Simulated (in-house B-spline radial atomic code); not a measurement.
**Ionising Kr³⁺ with different functionals**

Computed with a radial B-spline atomic code at the basis-set limit: scalar-relativistic (spin-free X2C) Hamiltonian, Fermi nucleus of rms radius 4.1884 fm, spin-polarised at highest spin, spherical fractional occupations for the functionals, the average over the highest-spin determinants for Hartree-Fock. The ionisation energy is the difference of two self-consistent energies, [Ar] 3d10 4s2 4p3 → [Ar] 3d10 4s2 4p2, without Breit or QED terms; ε is the level of the shell that loses the electron (its least bound occupied spin orbital). There is no spin-orbit coupling in this Hamiltonian.

Hybrids are left out here: with spherical fractional occupations of an open shell their exact exchange keeps a self-interaction that integer-occupation calculations don't have.

| method | rung | ΔSCF (eV) | -ε(4p) (eV) |
| --- | --- | --- | --- |
| Hartree-Fock | Hartree-Fock | 50.75 | 51.17 |
| LDA VWN5 | LDA | 51.18 | 44.74 |
| LDA PW92 | LDA | 51.17 | 44.73 |
| LDA exchange-only | LDA | 50.01 | 43.62 |
| PBE | GGA | 51.11 | 44.71 |
| PBEsol | GGA | ? | ? |
| BLYP | GGA | 50.82 | 44.37 |
| RPBE | GGA | 51.09 | 44.70 |
| PW91 | GGA | 51.18 | 44.77 |
| BP86 | GGA | 51.17 | 44.75 |
| AM05 | GGA | 51.08 | 44.66 |
| OLYP | GGA | 51.20 | 44.77 |
| TPSS | meta-GGA | 51.30 | 44.94 |
| SCAN | meta-GGA | ? | ? |
| r2SCAN | meta-GGA | 51.72 | 45.40 |
| revTPSS | meta-GGA | 51.33 | 44.97 |

Question: What does SCAN give?

Answer: ΔSCF 51.75 eV, and -ε(4p) = 45.44 eV.

Question: What does PBEsol give?

Answer: ΔSCF 51.11 eV, and -ε(4p) = 44.70 eV.

Question: How do they compare with the NIST value?

Answer: NIST lists 50.9 eV ± 0.11 (measured, ground level to ground level). Errors run from -0.84 to +0.90 eV; BLYP is closest (-0.03 eV), though others lie within the uncertainty of it, and part of that can be cancellation, since the calculations leave out spin-orbit coupling, Breit-QED terms, multiplet and fine-structure energies. Hartree-Fock also lacks correlation.
